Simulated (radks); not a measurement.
The nuclear charge of neutral lithium is varied continuously with 3 electrons held in [He] 2s1. Calculated with a radial shooting solver on a logarithmic mesh with Libxc functionals: scalar-relativistic Kohn-Sham, PBEsol, spin-polarised, spherical densities, finite nucleus; open shells are filled with parallel spins first; Fermi nuclear charge, rms radius 2.444 fm. By the Hellmann-Feynman theorem dE/dZ = E(electron-nucleus)/Z, the electronic potential at the nucleus (averaged over a nucleus of fixed radius). The scalar-relativistic energy here is not variational (the density holds large components alone), so the two differ by a part that grows with Z.

Z    E (hartree)  E(electron-nucleus)/Z (hartree)  HOMO  e(HOMO) (eV)  <r> HOMO (bohr)
2.8     -6.30738                         -5.22839    2s        -1.788            4.474
2.9     -6.84156                         -5.45490    2s        -2.437            4.114
3       -7.39836                         -5.68114    2s        -3.162            3.814
3.1     -7.97778                         -5.90718    2s        -3.959            3.559
3.2     -8.57980                         -6.13307    2s        -4.830            3.339
3.3     -9.20440                         -6.35884    2s        -5.772            3.146
3.4     -9.85158                         -6.58452    2s        -6.786            2.976
3.5    -10.52132                         -6.81013    2s        -7.871            2.825
3.6    -11.21362                         -7.03569    2s        -9.026            2.689
3.7    -11.92847                         -7.26120    2s       -10.250            2.567
3.8    -12.66587                         -7.48669    2s       -11.545            2.456
3.9    -13.42582                         -7.71214    2s       -12.909            2.354
4      -14.20832                         -7.93758    2s       -14.343            2.261

The central difference of E at Z = 3 is -5.681 hartree, to compare with the third column; the second derivative is -2.26 hartree.
